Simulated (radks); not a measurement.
Effect of the nuclear size on neutral gold, [Xe] 4f14 5d10 6s1. Method: Dirac Kohn-Sham, relativistic LDA (MacDonald-Vosko exchange, VWN5 correlation), spin-unpolarised, spherical densities, finite nucleus; Fermi nuclear charge, rms radius 5.4371 fm; computed with a radial shooting solver on a logarithmic mesh with Libxc functionals. The rms radius is varied about that value; shifts are against it.

| rms radius (fm) | total energy shift (eV) | density at nucleus (e/bohr^3) | 1s1/2 shift (meV) | 2s1/2 shift (meV) | 4p1/2 shift (meV) | 5s1/2 shift (meV) | 6s1/2 shift (meV) | 6p1/2 (empty) shift (meV) |
|---|---|---|---|---|---|---|---|---|
| 4.5291 | -29.6 | 2.27e+06 | -11800 | -1740 | -1.84 | -19.7 | -1.45 | 0.189 |
| 5.0783 | -12.1 | 2.169e+06 | -4810 | -711 | -0.756 | -8.06 | -0.593 | 0.077 |
| 5.4371 | 0 | 2.111e+06 | 0.000 | 0.000 | 0.000 | 0.000 | 0.000 | 0.000 |
| 5.622 | 6.42 | 2.082e+06 | 2560 | 378 | 0.403 | 4.28 | 0.315 | -0.041 |
| 6.0515 | 21.8 | 2.022e+06 | 8700 | 1280 | 1.38 | 14.6 | 1.07 | -0.139 |

Slopes of the eigenvalues against <r^2> in GHz/fm^2, as finite differences over the two radii next to the reference (eigenvalue slopes, not the field-shift constants of lines): 1s1/2 306000, 2s1/2 45300, 4p1/2 48.2, 5s1/2 513, 6s1/2 37.8, 6p1/2 (empty) -4.91.
